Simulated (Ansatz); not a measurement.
Input file:

```yaml
crystal:
  periodic: [false, false, false]
  atoms:
    - { symbol: Si, position_ang: [-1.1587, 0.2803, -0.0805] }
    - { symbol: Br, position_ang: [-1.207, -2.3348, -0.7709] }
    - { symbol: H, position_ang: [-1.2672, 0.4751, -1.5142] }
    - { symbol: H, position_ang: [-1.0102, 1.6746, 0.4345] }
    - { symbol: H, position_ang: [-2.255, -0.1679, 0.7624] }
    - { symbol: H, position_ang: [-0.1093, -0.9139, 0.1048] }
    - { symbol: Si, position_ang: [1.4198, 0.1551, 0.2435] }
    - { symbol: H, position_ang: [2.0065, -0.5252, 1.3894] }
    - { symbol: H, position_ang: [2.0692, -0.2313, -1.0007] }
    - { symbol: H, position_ang: [1.5119, 1.588, 0.4315] }
basis:
  gaussian: { orbitals: def2-SVP }
hamiltonian:
  xc: b3lyp
  dispersion: d4
relax:
  f_tol: 0.15
  max_steps: 25
  restrain:
    - { distance: [0, 6], at: 3.52, k: 30.0 }
    - { distance: [5, 1], at: 2.81, k: 30.0 }
    - { distance: [0, 1], at: 2.31, k: 30.0 }
    - { distance: [5, 6], at: 1.42, k: 30.0 }
```

Launched with:

```bash
$ ansatz run input.yaml --threads 2 --pin off --max-ram 3072MiB --backend cpu --events-out ev --progress --plain --runs-dir out
```

Hardware: 2 threads of AMD EPYC 7B13 (Zen 3), with other jobs on the host.

Task: Roughly how long does this run take, and how much memory?

Result: 50 s, with a peak of 0.26 GiB, for 19 ionic steps.
